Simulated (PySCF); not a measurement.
Property card for `CN[Si@H](O)[SiH2]N`

Species: CH10N2OSi2.
Z-matrix (Å and degrees, GFN2-xTB geometry), rows numbered from 1:
```
C 
N   1  1.4416
Si  2  1.7273  1  124.46
O   3  1.6373  2  105.52  1   173.83
Si  3  2.2957  2  110.11  1    49.70
N   5  1.7308  3  110.08  2    72.60
H   1  1.0923  2  110.10  3  -155.81
H   1  1.0965  2  112.71  3    83.18
H   1  1.0873  2  108.79  3   -36.91
H   2  1.0112  1  111.08  3  -147.17
H   3  1.4720  2  114.58  1   -79.62
H   4  0.9529  3  119.94  2   -51.47
H   5  1.4708  3  115.87  2   -43.13
H   5  1.4803  3  111.15  2  -162.07
H   6  1.0079  5  118.66  3  -174.63
H   6  1.0075  5  119.04  3    48.22
```

**GFN2-xTB geometry**

```
Point group of the GFN2-xTB geometry                  : C1
Rotational constants A, B, C of the GFN2-xTB geometry : 2.590, 1.580, 1.196 GHz
```

**CAM-B3LYP/def2-SVPD ground state and vertical TDDFT (core frozen in the response) (PySCF)**

```
Dipole moment                                                     : 1.65 D
HOMO energy                                                       : -8.11 eV
LUMO energy                                                       : 0.37 eV
HOMO–LUMO gap                                                     : 8.48 eV
Lowest singlet excitation                                         : 5.50 eV (226 nm, f = 0.001)
Strongest line among the 8 lowest singlet transitions             : S8 at 7.39 eV (168 nm, f = 0.026)
Lowest triplet excitation (Tamm–Dancoff)                          : 5.05 eV
Static isotropic polarisability                                   : 85.7 au
Electronic spatial extent ⟨r²⟩ about the centre of nuclear charge : 1098 bohr²
```

**PBE0/pcSseg-1 ground state and GIAO shieldings, non-relativistic (PySCF)**

```
Lowest Hirshfeld atomic charge                              : -0.32 e on N6
Highest Hirshfeld atomic charge                             : +0.35 e on Si3
13C chemical shifts (computed TMS as zero) by class         : 29.8 (C1) ppm
1H chemical shifts (computed TMS as zero) by class          : 5.41 (H11), 4.88 (H13), 4.80 (H14), 2.90 (H7/H8/H9), 1.13 (H12), 0.27 (H10), -0.40 (H15/H16) ppm
Isotropic shieldings of nuclei other than C and H, by class : 236 (N2), 277 (N6), 307 (O4), 358 (Si3), 418 (Si5) ppm
Mayer bond orders between heavy atoms                       : C1–N2 0.98, N2–Si3 0.99, Si3–O4 1.00, Si3–Si5 0.88, Si5–N6 1.01
```

Monoisotopic mass from the formula: 122.0332 u.

No computed singlet falls in the visible range (750 to 380 nm, 1.65 to 3.26 eV); S1 lies 2.24 eV above its blue end. The principal polarisabilities are 79.5, 85.2 and 92.5 au; their mean is the isotropic value. The polarisability is 12.70 Å³ as a volume (1 au = 0.148185 Å³), or 1.30 au for each of the 66 electrons. S1 lies 2.98 eV below the HOMO–LUMO gap; its leading configuration is HOMO→LUMO, weight 0.76. The rotational constants make it an asymmetric top with κ = (2B − A − C)/(A − C) = -0.45, nearer the prolate limit (−1). The vertical singlet–triplet gap S1 − T1 is 0.45 eV (TDDFT singlet less Tamm–Dancoff triplet; S1: HOMO→LUMO, weight 0.76; T1: HOMO→LUMO, weight 0.57).

One conformer (not necessarily the lowest) at the GFN2-xTB geometry, without solvent or vibrations. GFN2-xTB frequencies show an imaginary mode (38i cm⁻¹), so this geometry is no minimum at that level. NMR classes are plain means over equivalent atoms (diastereotopic ones count apart unless rotation or inversion swaps them), as if these changed places fast; in this geometry the members of some classes differ.
